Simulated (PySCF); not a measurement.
# Spinor energies of Ho(30+) (holmium, charge +30)

Start: [Kr] 4d1; 4d3/2 filled at m_j = +3/2. Calculated with PySCF 2.14 in an even-tempered Gaussian basis (17 s from 2.8 bohr⁻², ratio 2.8; 14 p from 3.6 bohr⁻², ratio 2.8; 9 d from 3.6 bohr⁻², ratio 2.8; 3 f from 13 bohr⁻², ratio 3): generalised Hartree-Fock with the X2C-1e Hamiltonian and a Gaussian nucleus; one run each with spin-orbit coupling (SO) switched off, then screened by Boettger's factors.

```tsv
spinor shell	electrons	ε, spin-free (eV)	ε, screened SO (eV)	weight of nominal j (screened SO)	rms radius, screened SO (bohr)
1s1/2	2	-57014.4	-57002.0	1.000	0.0236
2s1/2	2	-10592.8	-10588.7	1.000	0.0953
2p1/2	2	-9508.8	-10115.9	1.000	0.0814
2p3/2	4	-9508.8	-9252.3	1.000	0.0881
3s1/2	2	-3252.2	-3250.7	1.000	0.243
3p1/2	2	-2913.4	-3045.0	1.000	0.234
3p3/2	4	-2913.4	-2856.6	1.000	0.247
3d3/2	4	-2486.6	-2511.0	1.000	0.219
3d5/2	6	-2486.6	-2468.8	1.000	0.223
4s1/2	2	-1399.5	-1399.0	1.000	0.512
4p1/2	2	-1268.3	-1309.4	0.999	0.516
4p3/2	4	-1268.3	-1250.2	1.000	0.542
4d3/2	1	-1117.2	-1123.8	1.000	0.529
```

| quantity | spin-free | screened SO |
| --- | --- | --- |
| E (hartree) | -12144.62463 | -12154.81081 |
| M_J | 3/2 | 3/2 |
| ⟨J²⟩ | 4.336 | 3.751 |
| ⟨L²⟩ | 6.003 | 6.055 |
| ⟨S²⟩ | 0.751 | 0.804 |

Each row is a mean over spinors that exchange with the open shell spreads, by up to 11.233 eV (4p1/2).

Breit and QED terms are absent; they matter most for the inner s and p1/2 levels.

Densities and radii are taken from the X2C orbitals without a picture-change correction, which distorts them close to the nucleus.

Without spin-orbit coupling the j labels of p, d and f shells carry no meaning; the spin-free column gives the mean over the occupied spinors of each nl shell, and its ⟨J²⟩ belongs to a mixture of degenerate components.
